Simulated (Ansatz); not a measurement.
Geometry optimisation, RKS PBE-D4/6-31G in Ansatz.

Input:

```yaml
crystal:
  periodic: [false, false, false]
  atoms:
    - { symbol: B, position_ang: [-1.4622, -2.0327, 0.8997] }
    - { symbol: C, position_ang: [-0.3725, -0.8939, 0.9841] }
    - { symbol: O, position_ang: [-0.3455, -0.1833, -0.2482] }
    - { symbol: C, position_ang: [0.7783, 0.8024, -0.1671] }
    - { symbol: C, position_ang: [0.762, 1.5432, -1.4982] }
    - { symbol: H, position_ang: [-2.4231, -1.9488, 1.6371] }
    - { symbol: H, position_ang: [-1.4224, -2.8318, 0.0698] }
    - { symbol: H, position_ang: [0.6291, -1.4006, 1.181] }
    - { symbol: H, position_ang: [-0.6128, -0.1935, 1.8724] }
    - { symbol: H, position_ang: [1.7, 0.3189, 0.031] }
    - { symbol: H, position_ang: [0.4856, 1.5231, 0.672] }
    - { symbol: H, position_ang: [1.0015, 0.8581, -2.2967] }
    - { symbol: H, position_ang: [1.5084, 2.3487, -1.452] }
    - { symbol: H, position_ang: [-0.2394, 2.0608, -1.656] }
basis:
  gaussian: { orbitals: "6-31G" }
hamiltonian:
  xc: pbe
  dispersion: d4
relax:
  f_tol: 0.02
  max_steps: 40
scf:
  lower_state_search: "off"
```

Command:

```bash
$ ansatz run input.yaml --threads 1 --pin off --max-ram 2048MiB --backend cpu --events-out ev --progress --plain --runs-dir out
```

Q: Where does it end, and by what steps?

A: It converged. The force dipped under the threshold on the way, but the program's further checks kept it going. Limits of this set-up: no polarisation functions. After 13 steps the energy has fallen by 0.543 eV; H6 moved furthest, 1.02 Å.

```csv
step,energy less start (eV),largest force component (eV/Å),accepted
0,0.0000,2.988,yes
1,-0.2493,1.391,yes
2,-0.3666,0.403,yes
3,-0.4322,0.315,yes
4,-0.4829,0.212,yes
5,-0.5146,0.163,yes
6,-0.5332,0.136,yes
7,-0.5338,0.196,yes
8,-0.5416,0.021,yes
9,-0.5423,0.040,yes
10,-0.5396,0.225,no
11,-0.5426,0.006,yes
12,-0.5427,0.021,yes
13,-0.5427,0.009,yes
```

```xyz
14
Properties=species:S:1:pos:R:3
B -1.514 -2.031 0.897
C -0.459 -0.894 0.997
O -0.263 -0.187 -0.261
C 0.735 0.877 -0.160
C 0.843 1.531 -1.530
H -1.751 -2.675 1.891
H -2.090 -2.278 -0.129
H 0.506 -1.330 1.368
H -0.762 -0.188 1.813
H 1.711 0.450 0.161
H 0.425 1.614 0.614
H 1.147 0.788 -2.285
H 1.589 2.344 -1.515
H -0.130 1.950 -1.832
```

Run time: 34 s on 1 CPU thread of a shared host.
